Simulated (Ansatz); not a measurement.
# BClGeH3In: where a starting geometry ends

The starting geometry of this gas-phase singlet was optimised with GFN2-xTB.

```xyz
7

B    -0.4462    1.8675    1.2038
Cl   -1.5869    0.6214   -1.6384
Ge   -0.2120    0.0387    0.3000
In   -2.2687   -1.7296   -0.8426
H    -1.0302    2.7579    0.7235
H    -0.0515    2.0033    2.2978
H    -1.6612   -0.2021    1.2362
```

Q: Predict what becomes of its bonds when it is optimised with B3LYP-D3(BJ)/def2-SVP.

A: A new bond forms, giving a structure with Cl2 bridging Ge3 and In4, H7 bridging B1 and Ge3, given below by its coordinates. Contacts that close: B1–H7 (2.40 → 1.33 Å).

The energy falls by 0.70 eV over 16 steps:

```csv
step,E − E(last) (eV)
1,0.701
3,0.521
4,0.464
6,0.212
8,0.050
9,0.019
11,0.003
13,0.000
14,0.000
16,0.000
```

Final geometry (Å):

```tsv
atom	x (Å)	y (Å)	z (Å)
B	-0.5788	1.7179	1.2973
Cl	-1.7193	0.4874	-1.7703
Ge	-0.4063	0.0314	0.2135
In	-2.0635	-2.1580	-0.9859
H	-0.9245	2.7675	0.8188
H	0.0419	1.6412	2.3335
H	-1.6063	0.8698	1.3733
```

The end wasn't checked by frequencies. Atoms past krypton carry core potentials, without spin–orbit terms. Run with Ansatz 0.2.0, 49 s on 2 threads of Arm Neoverse V1, with other jobs on the host.
